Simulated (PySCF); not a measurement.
A calculated (LDA, PySCF 2.14, aug-cc-pwCVTZ, the non-relativistic Hamiltonian (point nucleus)) atom or ion has these occupied shells.

```tsv
shell	electrons	orbital energy (eV)	rms radius, mean of both spins (bohr)
1s β	1	-5314.5	0.0777
1s α	1	-5314.5	0.0777
2s α	1	-595.62	0.339
2s β	1	-594.38	0.339
2p α	3	-503.62	0.306
2p β	3	-502.67	0.306
3s α	1	-72.563	1.04
3s β	1	-69.356	1.04
3p α	3	-47.790	1.13
3p β	3	-44.621	1.13
3d α	4	-10.099	1.75
```

Q: Name the element and its charge.

A: V⁺ (vanadium, charge +1), in [Ar] 3d4, high-spin 5D determinant.
